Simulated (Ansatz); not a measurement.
CH5AlClFSi (`FC[SiH2][AlH][Cl]`), relaxed with RKS PBE0-D4/def2-TZVP in the Gaussian-basis code of Ansatz from a PBE-D4/def2-SVP geometry. The force threshold is 0.005 eV/Å; the program also tests the step.

Total charge 0; spin multiplicity 1.

Start:

```xyz
10

F    -1.329   -0.305   -0.548
C    -0.820    1.003   -0.006
Si    1.053    0.614    0.349
Al    0.257   -1.582   -0.411
Cl   -0.322   -2.928    1.144
H    -1.048    1.729   -0.809
H    -1.462    1.195    0.875
H     1.890    1.526   -0.511
H     1.337    0.919    1.795
H     0.443   -2.169   -1.880
```

Problem. By how much does the energy fall, and how many steps does the optimiser take? (Best estimate.)

Solution. Computed: 3.15 kJ/mol, in 8 steps.

Problem. Which bonds change most? (Estimate.)

Solution. Ansatz gave: Al4–Cl5 from 2.137 to 2.116 Å; F1–C2 from 1.504 to 1.486 Å; C2–H7 from 1.107 to 1.089 Å; Si3–H8 from 1.507 to 1.488 Å.

Problem. Give the relaxed structure. (An estimate is asked.)

Solution. Ansatz gave: 
```xyz
10

F    -1.295   -0.295   -0.567
C    -0.811    0.990    0.000
Si    1.048    0.616    0.345
Al    0.266   -1.573   -0.411
Cl   -0.351   -2.876    1.138
H    -1.044    1.717   -0.776
H    -1.447    1.145    0.870
H     1.865    1.523   -0.508
H     1.334    0.922    1.771
H     0.434   -2.168   -1.862
```
